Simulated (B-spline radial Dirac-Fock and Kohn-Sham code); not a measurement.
Dipole and non-dipole photoemission parameters of P 3p1/2

System: neutral phosphorus, configuration [Ne] 3s2 3p3; threshold 7.87 eV (orbital energy of the model). Level of theory: Dirac-Hartree-Slater photoionisation with a Latter tail; cross sections with all multipoles, angular parameters from the dipole term and its interference with E2; a B-spline atomic structure program.

| hν (eV) | σ (kb) | β | γ | δ |
| --- | --- | --- | --- | --- |
| 60.4 | 167 | 1.167 | -0.018 | -0.004 |
| 77.6 | 139 | 1.386 | -0.022 | 0.000 |
| 100 | 101 | 1.511 | -0.012 | 0.003 |
| 130 | 67.3 | 1.581 | 0.008 | 0.005 |
| 143 | 57.0 | 1.595 | 0.018 | 0.005 |
| 150 | 52.2 | 1.601 | 0.023 | 0.005 |
| 159 | 46.8 | 1.606 | 0.030 | 0.006 |
| 172 | 40.3 | 1.611 | 0.039 | 0.006 |
| 179 | 37.2 | 1.612 | 0.045 | 0.006 |
| 211 | 26.7 | 1.610 | 0.069 | 0.007 |
| 241 | 20.2 | 1.602 | 0.092 | 0.008 |
| 300 | 12.4 | 1.577 | 0.134 | 0.010 |
| 400 | ? | ? | ? | ? |
| 543 | 2.93 | 1.445 | 0.277 | 0.018 |
| 548 | 2.86 | 1.443 | 0.279 | 0.018 |
| 612 | 2.13 | 1.409 | 0.310 | 0.020 |
| 800 | 1.02 | 1.317 | 0.388 | 0.028 |
| 842 | 0.881 | 1.297 | 0.403 | 0.029 |
| 1000 | 0.535 | 1.230 | 0.454 | 0.036 |
| 1240 | 0.281 | 1.139 | 0.518 | 0.046 |
| 1310 | 0.238 | 1.115 | 0.534 | 0.049 |
| 1486.9 | 0.161 | 1.058 | 0.571 | 0.056 |
| 2984.4 | 0.0167 | 0.742 | 0.759 | 0.116 |
| 3030 | 0.0159 | 0.736 | 0.763 | 0.118 |
| 6010 | 0.00144 | 0.466 | 0.935 | 0.214 |
| 6350 | 0.00118 | 0.447 | 0.950 | 0.224 |
| 6870 | 0.000886 | 0.422 | 0.970 | 0.238 |
| 7750 | 0.000569 | 0.386 | 1.004 | 0.260 |
| 10900 | 0.000160 | 0.293 | 1.110 | 0.332 |
| 11700 | 0.000122 | 0.276 | 1.134 | 0.348 |

Q: Give the values at 400 eV.

A: σ = 6.33 kb, β = 1.523, γ = 0.198, δ = 0.013.

Values without a named source are computed, but for edge energies of neutral atoms, which are taken from tables.
